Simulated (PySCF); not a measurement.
PySCF input (BP86/6-31G* with LANL2DZ past Ar (5d)):

```python
from pyscf import gto, dft

mol = gto.M(
    atom='''
    C    -1.84229800   -0.45451500    0.63244700
    N    -0.58078300    0.25094600    0.55422500
    C    -0.67835600    1.65373000    0.89757800
    Ge    0.78031900   -0.36065600   -0.55781900
    H    -2.60353900   -0.02695100   -0.03459800
    H    -2.23584800   -0.40444100    1.65446100
    H    -1.70853100   -1.50442800    0.37337800
    H    -1.03957100    1.76237200    1.92695800
    H    -1.37555400    2.19729500    0.24512200
    H     0.29874400    2.13134500    0.83060900
    H     0.83135400   -1.88867400   -0.24176800
    H     2.05215300    0.32255500    0.03631400
    ''',
    basis={'default': '6-31g*', 'Ge': 'lanl2dz'},
    ecp={'Ge': 'lanl2dz'},
    charge=0,
    spin=1,
    verbose=4,
)

mf = dft.UKS(mol, xc='bp86')
mf.grids.level = 3
mf.conv_tol = 1e-9
mf.max_cycle = 100
mf.max_memory = 1500
mf.kernel()
if not mf.converged:
    mf = mf.newton()
    mf.kernel(mf.make_rdm1())
mo, _, stable, _ = mf.stability(return_status=True)
if not stable:
    mf.kernel(mf.make_rdm1(mo, mf.mo_occ))
    stable = mf.stability(return_status=True)[2]
mf.dip_moment()
```

From the output:

```
  alpha nocc = 16  HOMO = -0.0477032947515355  LUMO = 0.0225245966950673
  beta  nocc = 15  HOMO = -0.23784340346879  LUMO = -0.0477032947515283

WARN: HOMO -0.0477032947515355 >= LUMO -0.0477032947515283

cycle= 1 E= -139.276168166822  delta_E= -11.8  |g|= 0.528  |ddm|= 2.61
  alpha nocc = 16  HOMO = -0.0682932852083553  LUMO = -0.00290738931094303
  beta  nocc = 15  HOMO = -0.222869990573699  LUMO = -0.0583662767534445
  HOMO = -0.0682932852084  LUMO = -0.0583662767534  gap/eV = 0.27013
cycle= 2 E= -138.462276573612  delta_E= 0.814  |g|= 1.24  |ddm|= 2.41
  alpha nocc = 16  HOMO = -0.18408655493382  LUMO = -0.0100618845807379
  beta  nocc = 15  HOMO = -0.245433180940813  LUMO = -0.143367334162335
  HOMO = -0.184086554934  LUMO = -0.143367334162  gap/eV = 1.10803
cycle= 3 E= -139.460593264981  delta_E= -0.998  |g|= 0.283  |ddm|= 2.03
  alpha nocc = 16  HOMO = -0.143522654774019  LUMO = 0.0138907470077072
  beta  nocc = 15  HOMO = -0.196496749756996  LUMO = -0.107852271336407
  HOMO = -0.143522654774  LUMO = -0.107852271336  gap/eV = 0.97064
cycle= 4 E= -139.50314305164  delta_E= -0.0425  |g|= 0.0925  |ddm|= 0.395
  alpha nocc = 16  HOMO = -0.147786656851874  LUMO = 0.0120220545206333
  beta  nocc = 15  HOMO = -0.198399230872175  LUMO = -0.112608727363085
  HOMO = -0.147786656852  LUMO = -0.112608727363  gap/eV = 0.95724
cycle= 5 E= -139.505959464456  delta_E= -0.00282  |g|= 0.0364  |ddm|= 0.0914
  alpha nocc = 16  HOMO = -0.150432573773093  LUMO = 0.0102570529751045
  beta  nocc = 15  HOMO = -0.20262421660081  LUMO = -0.115022662750748
  HOMO = -0.150432573773  LUMO = -0.115022662751  gap/eV = 0.96355
cycle= 6 E= -139.506750052392  delta_E= -0.000791  |g|= 0.0134  |ddm|= 0.0442
  alpha nocc = 16  HOMO = -0.149821538924195  LUMO = 0.0109575504619599
  beta  nocc = 15  HOMO = -0.203001737154542  LUMO = -0.114229119599834
  HOMO = -0.149821538924  LUMO = -0.1142291196  gap/eV = 0.96852
cycle= 7 E= -139.50686622778  delta_E= -0.000116  |g|= 0.0025  |ddm|= 0.0188
  alpha nocc = 16  HOMO = -0.150190156893133  LUMO = 0.0107158210953866
  beta  nocc = 15  HOMO = -0.203415048309427  LUMO = -0.114475456683557
  HOMO = -0.150190156893  LUMO = -0.114475456684  gap/eV = 0.97185
cycle= 8 E= -139.506869963723  delta_E= -3.74e-06  |g|= 0.000787  |ddm|= 0.00476
  alpha nocc = 16  HOMO = -0.15020631867681  LUMO = 0.0107291511291514
  beta  nocc = 15  HOMO = -0.203345650643772  LUMO = -0.114470651105956
  HOMO = -0.150206318677  LUMO = -0.114470651106  gap/eV = 0.97242
cycle= 9 E= -139.50687046396  delta_E= -5e-07  |g|= 7.49e-05  |ddm|= 0.00138
  alpha nocc = 16  HOMO = -0.15020248827768  LUMO = 0.0107306690368301
  beta  nocc = 15  HOMO = -0.203340904988719  LUMO = -0.114458357327331
  HOMO = -0.150202488278  LUMO = -0.114458357327  gap/eV = 0.97265
cycle= 10 E= -139.506870463612  delta_E= 3.48e-10  |g|= 1.58e-05  |ddm|= 0.000172
  alpha nocc = 16  HOMO = -0.150205161180194  LUMO = 0.010729105059168
  beta  nocc = 15  HOMO = -0.203342008735291  LUMO = -0.114460710445533
  HOMO = -0.15020516118  LUMO = -0.114460710446  gap/eV = 0.97266
Extra cycle  E= -139.506870463727  delta_E= -1.15e-10  |g|= 1.31e-05  |ddm|= 3.31e-05
converged SCF energy = -139.506870463727  <S^2> = 0.75129087  2S+1 = 2.0012905
uhf_internal: lowest eigs of H = [0.25138203 0.31228582 0.34636701]
<class 'pyscf.dft.uks.UKS'> wavefunction is stable in the internal stability analysis
Dipole moment(X, Y, Z, Debye): -1.58256,  0.79703,  0.61015
```

The geometry given is a B3LYP-D3(BJ)/def2-TZVP minimum.
